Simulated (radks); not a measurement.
Kinetic energies: the exact non-interacting value of the Kohn-Sham orbitals and orbital-free approximations, in hartree. Species: P4+ [Ne] 3s1; Lu2+ [Xe] 4f14 6s1; Mn+ [Ar] 3d5 4s1; Cd [Kr] 4d10 5s2. All-electron calculation, non-relativistic Kohn-Sham, LDA (Slater exchange, Perdew-Wang correlation), spin-polarised, spherical densities, point nucleus. Program: a radial shooting solver on a logarithmic mesh with Libxc functionals. Every spin shell is full or empty, so the densities are truly spherical. Functionals are evaluated on that one density, not self-consistently.

functional,P4+,Lu2+,Mn+,Cd
exact,335.228,13842.2,1146.96,5459.10
Thomas-Fermi,310.38,13169,1071.0,5166.9
TF + vW,520.78,18274,1674.9,7463.3
TF + vW/9,333.76,13736,1138.1,5422.0
TF + vW/5,352.46,14190,1191.8,5626.2
LC94,335.96,13835,1146.7,5462.9
APBEK,336.37,13840,1147.9,5466.0
revAPBEK,337.65,13860,1151.0,5475.9
Perdew 92,333.81,13737,1138.2,5422.5
Thakkar,335.35,13730,1142.4,5428.7
Pearson,329.81,13713,1131.6,5408.4
PG1,422.77,15633,1379.1,6293.8
